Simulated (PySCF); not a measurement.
Electron correlation in Cd⁺ (cadmium, charge +1)

[Kr] 4d10 5s1, 2S determinant. All numbers are calculated (PySCF 2.14, scalar relativity through the core potential, in cc-pVDZ-PP with ECP28MDF (4s4p3d1f, 38 functions)). Frozen: 4s2 4p6; 11 electrons correlated.

MP2 pair energies summed by pair of shells (mhartree):

```json
{"pair": "4d-4d", "energy": "-262.96", "share (%)": "90.2"}
{"pair": "4d-5s", "energy": "-28.55", "share (%)": "9.8"}
```

Total MP2 correlation energy: -291.51 mhartree.

Same-spin part -110.38 and opposite-spin part -181.14 mhartree; SCS-MP2 scales them by 1/3 and 6/5 to -254.16 mhartree.

| level | correlation energy (mhartree) |
| --- | --- |
| CCSD | -279.24 |
| (T) | -2.88 |
| CCSD(T) | -282.12 |

Diagnostics: T1 = 0.0057, D1 = 0.0254, largest double amplitude 0.021.

**Question.** Is a single reference adequate?

**Answer.** Yes, within this model without spin-orbit coupling: T1 lies below 0.03 and no double amplitude reaches 0.07.
